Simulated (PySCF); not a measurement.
HfO3, SMILES [O]1[O][Hf]1=[O], multiplicity 1.

Coordinates come from a PBE-D3(BJ)/def2-TZVP optimisation. The spin state was assumed, not searched. The def2 effective core potentials stand for the cores of Hf; spin–orbit coupling is left out.

Calculation: PBE-D3(BJ)/def2-TZVP run with PySCF 2.14.0.

Frequencies are harmonic and unscaled.

```json
[
 {"mode": "1", "ν (cm⁻¹)": "171", "IR (km/mol)": "17.0", "moving atoms (share of kinetic energy)": "O 96 %"},
 {"mode": "2", "ν (cm⁻¹)": "218", "IR (km/mol)": "14.4", "moving atoms (share of kinetic energy)": "O 89 %, Hf 11 %"},
 {"mode": "3", "ν (cm⁻¹)": "556", "IR (km/mol)": "47.6", "moving atoms (share of kinetic energy)": "O 87 %, Hf 13 %"},
 {"mode": "4", "ν (cm⁻¹)": "609", "IR (km/mol)": "15.9", "moving atoms (share of kinetic energy)": "O 97 %"},
 {"mode": "5", "ν (cm⁻¹)": "806", "IR (km/mol)": "84.4", "moving atoms (share of kinetic energy)": "O 96 %"},
 {"mode": "6", "ν (cm⁻¹)": "869", "IR (km/mol)": "85.6", "moving atoms (share of kinetic energy)": "O 93 %"}
]
```
